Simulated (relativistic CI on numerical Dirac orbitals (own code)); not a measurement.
## Re3+: resonant inelastic scattering at the O2,3 edge

Computed with this model: Dirac-Coulomb-Breit CI, separate exchange-only KLI orbitals for each configuration, a model potential for QED, Kramers-Heisenberg scattering through one core-hole configuration in a parametric crystal field, unscaled Slater integrals; configurations [Xe] 4f14 5d4 → [Kr] 4d10 4f14 5s2 5p5 5d5; 300 K; core-hole width 0.6 eV; summed over polarisations. Incident energies are the highest absorption maxima for each field (at most a few, so the weaker spin-orbit partner edge can be absent), on the computed scale of the free ion. Intensities are in per cent of the strongest line above 0.02 eV; levels within 1 cm⁻¹ are merged; final levels count from the ground level, the first row holds all elastic scattering, lines under 0.4 are left out and each table stops after 24 rows. The scale of the Slater integrals is a model choice and moves the terms in proportion.

Field parameters in Wybourne normalisation: Td as Oh with Dq negative (B⁴₀ = 21Dq, B⁴₄ = √(5/14) B⁴₀). The field is a parameter set, without covalency.

S is read from ⟨S²⟩ = S(S + 1).

Td, 10Dq = -3100 cm⁻¹:

```tsv
Final level (eV)	Degeneracy	Irrep	S	45.2 eV	47.5 eV	52.4 eV
0.000	1	A1	1.85	169.3	23.9	40.2
0.239	3	T1	1.93	78.1	10.6	100.0
0.469	3	T2	1.97	0.4	0.6	51.3
0.576	2	E	1.97	0.1	0.4	37.3
0.731	3	T1	1.96	0.3	0.5	1.3
0.847	3	T2	1.95	0.4	1.4	3.5
1.147	3	T2	1.91	0.0	1.0	3.7
1.179	2	E	1.89	0.6	0.0	3.9
1.194	3	T1	1.89	1.5	0.3	5.5
1.205	1	A1	1.88	1.4	0.2	2.2
1.830	1	A1	1.09	7.7	28.4	7.9
2.170	2	E	0.99	0.0	0.3	1.0
2.191	3	T1	0.97	0.0	0.5	0.0
2.307	3	T2	1.00	0.1	0.1	0.6
2.410	1	A1	1.01	2.8	30.8	6.5
2.483	3	T1	1.05	0.5	9.1	1.4
2.522	3	T2	1.00	0.0	0.1	0.8
2.684	2	E	1.00	0.0	0.5	0.9
2.740	3	T2	0.99	0.0	0.8	0.3
2.859	3	T1	1.02	0.3	5.5	1.1
2.955	3	T2	0.95	0.0	4.1	4.8
2.992	3	T1	0.90	0.1	3.8	0.9
3.002	2	E	0.96	0.1	3.3	2.7
3.054	3	T1	1.02	0.4	2.1	0.3
```

Td, 10Dq = -7050 cm⁻¹:

```
Final level (eV)  Degeneracy  Irrep     S  44.2 eV  45.3 eV  52.4 eV
           0.000           1     A1  1.79     57.9    160.4     41.8
           0.251           3     T1  1.91     10.8     83.1    100.0
           0.441           3     T2  1.96      0.8      1.4     57.3
           0.617           2      E  1.96      0.2      0.6     37.9
           0.710           3     T1  1.96      0.9      2.7      0.8
           0.858           3     T2  1.94      1.3      2.5      2.8
           1.323           1     A1  1.15      0.2     15.1      3.2
           1.490           2      E  1.78      1.2      2.5     12.1
           1.506           3     T2  1.89      0.2      0.2     12.3
           1.512           3     T1  1.81      0.2      4.1     18.8
           1.582           1     A1  1.79      0.7      2.0      9.3
           1.930           2      E  1.16      0.3      0.9      2.6
           1.979           3     T1  1.03      0.4      0.4      1.6
           2.054           3     T2  1.03      0.7      0.6      0.1
           2.217           3     T1  1.06      1.2      1.4      2.9
           2.352           3     T2  1.05      0.3      0.5      0.7
           2.480           1     A1  0.80      0.6      2.8      4.7
           2.529           3     T1  1.02      0.0      0.3      0.7
           2.606           2      E  0.99      0.0      0.3      0.6
           2.698           2      E  1.03      0.2      0.3      0.4
           2.788           1     A1  0.94      0.4      0.9      3.3
           2.855           3     T2  0.95      0.7      0.8      2.1
           3.007           3     T2  0.98      0.6      0.0      3.4
           3.062           3     T1  0.90      0.3      0.4      3.6
```

Td, 10Dq = -10950 cm⁻¹:

| Final level (eV) | Degeneracy | Irrep | S | 44.5 eV | 45.5 eV | 46.2 eV |
| --- | --- | --- | --- | --- | --- | --- |
| 0.000 | 1 | A1 | 1.61 | 153.9 | 219.9 | 158.2 |
| 0.325 | 3 | T1 | 1.87 | 31.1 | 100.0 | 30.8 |
| 0.511 | 3 | T2 | 1.93 | 0.6 | 6.2 | 2.0 |
| 0.718 | 2 | E | 1.94 | 0.2 | 7.2 | 11.8 |
| 0.793 | 3 | T1 | 1.94 | 2.5 | 9.7 | 7.2 |
| 0.949 | 3 | T2 | 1.92 | 7.7 | 10.4 | 4.7 |
| 0.953 | 1 | A1 | 1.12 | 4.6 | 29.0 | 22.7 |
| 1.562 | 2 | E | 1.06 | 2.9 | 1.8 | 0.4 |
| 1.735 | 3 | T1 | 1.14 | 0.2 | 3.0 | 6.1 |
| 1.785 | 3 | T2 | 1.08 | 1.0 | 2.1 | 0.6 |
| 1.830 | 3 | T1 | 1.27 | 0.6 | 10.4 | 12.3 |
| 1.940 | 3 | T2 | 1.61 | 1.0 | 0.1 | 2.6 |
| 1.963 | 1 | A1 | 1.56 | 1.5 | 4.1 | 2.6 |
| 2.078 | 2 | E | 1.79 | 1.5 | 7.0 | 2.4 |
| 2.181 | 1 | A1 | 1.16 | 0.1 | 4.6 | 6.0 |
| 2.186 | 3 | T1 | 1.47 | 3.9 | 5.0 | 16.1 |
| 2.232 | 3 | T2 | 1.38 | 0.2 | 1.2 | 0.4 |
| 2.451 | 2 | E | 1.06 | 0.4 | 3.3 | 0.0 |
| 2.496 | 3 | T1 | 1.07 | 0.7 | 2.5 | 1.5 |
| 2.813 | 2 | E | 1.05 | 0.6 | 1.1 | 0.5 |
| 2.825 | 3 | T2 | 1.00 | 0.2 | 0.2 | 1.4 |
| 2.951 | 3 | T2 | 0.89 | 4.1 | 3.1 | 1.6 |
| 2.953 | 1 | A1 | 1.02 | 1.1 | 2.1 | 6.1 |
| 3.104 | 3 | T1 | 0.80 | 0.4 | 0.9 | 0.6 |

For the first field the strongest loss at the lowest incident energy is the level at 0.24 eV (S = 1.93, against 1.85 in the thermal ground state). Levels of other spin, the first over 8 % at 1.83 eV, appear because spin-orbit coupling of the core hole, and in heavier ions of the valence shell too, mixes spins.
